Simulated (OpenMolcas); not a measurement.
Tc5+: moving or changing the point charges

Tc5+ among 4 point charges of -2 e arranged as a tetrahedron (Td), 1.92 Å from the ion.

```
Program             : OpenMolcas
Method              : SS-CASPT2, IPEA 0.25 Eh, imaginary shift 0.1 Eh (closed shells correlated: 4s 4p)
Basis               : ANO-RCC-VDZP [6s5p3d1f]
Scalar Hamiltonian  : DKH2, point nucleus
Active space        : 2 electrons in 5 orbitals (4d)
State averaging     : 2S+1 = 3 even, 10 roots; 2S+1 = 1 even, 15 roots
Spin-orbit coupling : RASSI with atomic mean-field integrals over the reference wave functions
```

Runs around this geometry, states (labels of Td). Energies in cm-1 above the lowest state or level, χT in cm3 K/mol.

```json
{"R (Å)": "1.92", "q (e)": "-1.6", "Ground state": "3A2", "First state of that spin": "3T2 2830", "First gap with spin-orbit (degeneracies)": "2330 (3, 2)", "χT at 300 K": "0.214", "First state of another spin": "1E 11570"}
{"R (Å)": "1.76", "q (e)": "-2", "Ground state": "3A2", "First state of that spin": "3T2 5060", "First gap with spin-orbit (degeneracies)": "4570 (3, 2)", "χT at 300 K": "0.391", "First state of another spin": "1E 12060"}
{"R (Å)": "1.92", "q (e)": "-2", "Ground state": "3A2", "First state of that spin": "3T2 3470", "First gap with spin-orbit (degeneracies)": "2940 (3, 2)", "χT at 300 K": "0.261", "First state of another spin": "1E 11780"}
{"R (Å)": "2.11", "q (e)": "-2", "Ground state": "3A2", "First state of that spin": "3T2 1950", "First gap with spin-orbit (degeneracies)": "1680 (3, 2)", "χT at 300 K": "0.172", "First state of another spin": "1E 11340"}
```

Taking the first state of the same spin as R^-n, n = -ln(1950 / 5060) / ln(2.11 / 1.76) = 5.3 between the shortest and longest distance.

Scaling the charges by -1.6 / -2 = 0.80 scales the first state of the same spin by 2830 / 3470 = 0.82; with fixed orbitals a first-order splitting would follow the charge.

Roots that are degenerate in the reference are averaged as groups; the widest CASPT2 spread within a group is 360 cm-1 (the 3-fold group of multiplicity 3 near 5040 cm-1 above the lowest state of its run, R = 1.92, q = -1.6). Shifts and gaps below about the spread of the groups concerned are not significant. Free-ion shares, where given, are those of the reference states; single-state CASPT2 does not remix them. Spin-orbit coupling mixes the spin-free states strongly: the lowest level takes only 65 % from its leading state, 3A2 (holds for R = 2.11, q = -2). The ground term spreads over less than 5000 cm-1, several times less than with real ligands, so orbital moments are less quenched and χT lies further from the spin-only value than at real sites (holds for R = 2.11, q = -2). Point charges carry no covalency, so the field is a model and not that of real ligands. No measured value stands beside these numbers.
